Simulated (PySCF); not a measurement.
**CsSr at PBE0**

Level: PBE0. basis Cs def2-SVPD with ECP46, Sr def2-SVPD with ECP28; scalar-relativistic core potentials; PySCF 2.14.

| Quantity | Value |
| --- | --- |
| state | ⁴Π (quartet), unpaired electrons σ ↑↑, π ↑, a second solution, started from another occupation |
| bond length | 4.512 Å |
| harmonic wavenumber | 49.4 cm⁻¹ |
| force constant | 0.0762 mdyn/Å |
| rotational constant Be | 0.01565 cm⁻¹ |
| anharmonicity ωexe | 0.151 cm⁻¹ |
| vibration–rotation constant αe | 4.58e-05 cm⁻¹ |
| energy of the minimum from ground-state Cs + Sr | 1.31 eV |
| bond order (Mayer) | 0.81 |
| dipole moment (positive dipole means Cs(−)Sr(+)) | -3.29 D |

Spin–orbit coupling is left out.
